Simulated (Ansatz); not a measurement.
A made-up structure of AlH2Se, doublet:

```
atom    x (Å)    y (Å)    z (Å)
 Al1  -0.1782  -0.0641  -0.0895
 Se2   1.7789   0.6400   0.8938
  H3  -1.0943   1.0347  -0.7641
  H4   3.0300  -0.1000   1.3028
```

It is relaxed with PBE-D4/def2-SVP and then PBE0-D4/def2-TZVP (Ansatz 0.2.0). Atoms count as bonded within 1.22 times the sum of their covalent radii (H–H: 0.88 Å). The end point is not checked to be a true minimum.

Does its bonding change? (Judge from chemistry; the calculation decides.)

By the calculation: No: no bond forms or breaks.

Where it ends: The first stage lowers the energy by 0.59 eV in 6 steps. It ends as AlH₂Se ([AlH][SeH]):
Al1  (0.070, -0.092, -0.076)
Se2  (1.920, 0.976, 0.859)
H3  (-1.044, 0.914, -0.632)
H4  (2.591, -0.287, 1.191)
(Å)

Labels in which every atom is bracketed show which atoms are joined, not bond orders.

For scale, one of the runs: PBE0-D4/def2-TZVP relaxation, 97 basis functions, launched by `ansatz run in.yaml --threads 2 --pin off --events-out ev --progress --plain --max-ram 4352MiB`. Hardware: 2 CPU threads of an Arm Neoverse V1, shared host. Wall time about 12 s.
